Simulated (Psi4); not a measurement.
O$_{2}$Ti, singlet, geometry from GFN2-xTB (such geometries of metal compounds can be far from the true shape); PBE/aug-cc-pVDZ (Psi4).

Here is a job for Psi4.
```
memory 2 GB

molecule mol {
0 1
Ti    0.238994    0.045731    0.286556
O     0.695269    0.116723   -1.276621
O    -1.352503   -0.242482    0.488593
}

set {
  basis aug-cc-pvdz
  reference rks
}

energy('pbe')
print_variables()
```

Output, abridged:

```
   => Loading Basis Set <=

    Name: AUG-CC-PVDZ
    Role: ORBITAL
    Keyword: BASIS

         ---------------------------------------------------------
                                   SCF
               by Justin Turney, Rob Parrish, Andy Simmonett
                          and Daniel G. A. Smith
                              RKS Reference
         ---------------------------------------------------------

  ==> Geometry <==

    Molecular point group: cs
    Full point group: Cs

    Geometry (in Angstrom), charge = 0, multiplicity = 1:

       Center              X                  Y                   Z               Mass
    ------------   -----------------  -----------------  -----------------  -----------------
         TI          -0.231260633283     0.272361206870     0.000000000000    47.947941980000
         O           -0.692872347495    -1.290861009682     0.000000000000    15.994914619570
         O            1.386122151614     0.474404051004     0.000000000000    15.994914619570

  Running in cs symmetry.

  Rotational constants: A =      1.10211  B =      0.28338  C =      0.22542 [cm^-1]
  Rotational constants: A =  33040.38544  B =   8495.46146  C =   6757.85718 [MHz]
  Nuclear repulsion =  126.697281696400850

  Charge       = 0
  Multiplicity = 1
  Electrons    = 38
  Nalpha       = 19
  Nbeta        = 19

  ==> Algorithm <==

  SCF Algorithm Type is DF.
  DIIS enabled.
  MOM disabled.
  Fractional occupation disabled.
  Guess Type is SAD.
  Energy threshold   = 1.00e-06
  Density threshold  = 1.00e-06
  Integral threshold = 1.00e-12

  ==> Primary Basis <==

  Basis Set: AUG-CC-PVDZ
    Blend: AUG-CC-PVDZ
    Number of shells: 37
    Number of basis functions: 105
    Number of Cartesian functions: 119
    Spherical Harmonics?: true
    Max angular momentum: 3

  ==> DFT Potential <==

   => LibXC <=

    Version 7.1.2
    S. Lehtola, C. Steigemann, M. J. T. Oliveira, and M. A. L. Marques,  SoftwareX 7, 1–5 (2018) (10.1016/j.softx.2017.11.002)

   => Composite Functional: PBE <=

    PBE GGA Exchange-Correlation Functional

    J.P. Perdew et. al., Phys. Rev. Lett., 77(18), 3865-3868, 1996

    Deriv               =              1
    GGA                 =           TRUE
    Meta                =          FALSE

    Exchange Hybrid     =          FALSE
    MP2 Hybrid          =          FALSE

   => Exchange Functionals <=

    1.0000     XC_GGA_X_PBE

   => Correlation Functionals <=

    1.0000     XC_GGA_C_PBE

[...]
   @DF-RKS iter   8:  -999.65473161190312   -4.74260e-05   1.27761e-04 ADIIS/DIIS
   @DF-RKS iter   9:  -999.65476646373725   -3.48518e-05   3.58151e-05 DIIS
   @DF-RKS iter  10:  -999.65476733958894   -8.75852e-07   2.90488e-05 DIIS
   @DF-RKS iter  11:  -999.65476952884046   -2.18925e-06   1.63004e-06 DIIS
   @DF-RKS iter  12:  -999.65476953580412   -6.96366e-09   1.94048e-07 DIIS
  Energy and wave function converged.

  ==> Post-Iterations <==

   Electrons on quadrature grid:
      Ntotal   =   38.0000876932 ; deviation = 8.769e-05

    Orbital Energies [Eh]
    ---------------------

    Doubly Occupied:

[...]
      15Ap    -0.213824

    Virtual:

[...]
    Final Occupation by Irrep:
             Ap   App
    DOCC [    15,    4 ]
    NA   [    15,    4 ]
    NB   [    15,    4 ]

  @DF-RKS Final Energy:  -999.65476953580412

   => Energetics <=

    Nuclear Repulsion Energy =            126.6972816964008501
    One-Electron Energy =               -1625.3554786744523426
    Two-Electron Energy =                 557.9486495500094634
    DFT Exchange-Correlation Energy =     -58.9452221077620422
    Empirical Dispersion Energy =           0.0000000000000000
    VV10 Nonlocal Energy =                  0.0000000000000000
    Total Energy =                       -999.6547695358041210

Computation Completed

Properties will be evaluated at   0.000000,   0.000000,   0.000000 [a0]

Properties computed using the SCF density matrix

 Multipole Moments:

 ------------------------------------------------------------------------------------
     Multipole            Electronic (a.u.)      Nuclear  (a.u.)        Total (a.u.)
 ------------------------------------------------------------------------------------

 L = 1.  Multiply by 2.5417464519 to convert [e a0] to [Debye]
 Dipole X            :         -2.4567617            0.8659944           -1.5907673
 Dipole Y            :          2.8933880           -1.0199024            1.8734855
 Dipole Z            :          0.0000000            0.0000000            0.0000000
 Magnitude           :                                                    2.4577405

 ------------------------------------------------------------------------------------

  Variable Map:
  ----------------------------------------------------------------------------
[...]
  Array Variable Map:
  ----------------------------------------------------------------------------
[...]
[...]
```
